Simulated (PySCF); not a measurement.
Bi: electron affinity

Bi⁻ [Xe] 4f14 5d10 6s2 6p4 (3P) → Bi [Xe] 4f14 5d10 6s2 6p3 (4S), as a difference of total energies. Computed with PySCF 2.14 in aug-cc-pVTZ-PP with ECP60MDF, with a scalar-relativistic core potential. Correlated levels: valence: 5s2 5p6 5d10 frozen. The calculations carry no spin-orbit coupling.

```csv
method,electron affinity (eV)
UHF,-0.193
MP2 (valence),0.492
SCS-MP2 (valence),0.545
CCSD (valence),0.594
CCSD(T) (valence),0.647
```

Spin-orbit coupling is strong in these open shells (close to jj coupling). The scalar numbers leave it out and a first-order estimate fails, so it can dominate the gap to the real levels.

Errors of the correlated levels include the incompleteness of this basis and the frozen core.

A negative affinity means that the anion lies above the atom at that level of theory.

For comparison: 0.942 eV (measured; photodetachment measurements, as compiled on the Wikipedia data page of electron affinities).
